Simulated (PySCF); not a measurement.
Run record: geometry optimisation, BrCH2CH2CH2F (`FCCCBr`).

Computed with PBE0-D3(BJ)/def2-SVP geometry optimisation, gas phase (PySCF 2.14.0). Start geometry: GFN2-xTB. The input is one job of a driver script: a line of settings, then coordinates in Å.

Input:
```
{"job": {"xc": "PBE0", "basis": "def2-SVP", "d3": "d3bj", "grid": 1, "maxiter": 30, "shake": 0.01, "kind": "geom"}, "charge": 0, "multiplicity": 1}
F     -1.203830    -0.333640     1.603970
C     -1.304460     0.136530     0.301850
C     -0.116230    -0.349180    -0.502160
C      1.224180     0.210930     0.088520
Br     2.730510    -0.373470    -0.965080
H     -1.337780     1.239620     0.351770
H     -2.224690    -0.247670    -0.111420
H     -0.052690    -1.433350    -0.478230
H     -0.214930    -0.018800    -1.510530
H      1.197420     1.295870     0.088420
H      1.340610    -0.152680     1.117220
```

Output:
```
step   0  E = -2790.91914531  max force = 0.034963
step   1  E = -2790.91909957  max force = 0.016123
step   2  E = -2790.92212174  max force = 0.008721
step   3  E = -2790.92262022  max force = 0.002299
step   4  E = -2790.92266215  max force = 0.000777
step   5  E = -2790.92268181  max force = 0.000403
step   6  E = -2790.92270341  max force = 0.001005
step   7  E = -2790.92271578  max force = 0.000782
step   8  E = -2790.92272087  max force = 0.000246
optimisation converged
```

Energies in Eh; «max force» is the largest Cartesian gradient component in Eh/bohr.

Q: How much energy does the optimisation release, in kcal/mol?

A: E(step 0) − E(last step) = 0.003576 Eh, which is 2.2 kcal/mol.

Q: Give the first gradient maximum in eV/Å.

A: With 1 Eh/bohr = 51.422 eV/Å, 1.798 eV/Å.

Main results: final energy -2790.92272 Eh after 8 steps; dipole 2.06 D.

Hardware: one thread, Arm Neoverse V1 (aarch64), no GPU, shared host. Cost: 48 s, 0.51 GiB resident at most.
Labels such as C1 count atoms from 1, the log's own numbers from 0.
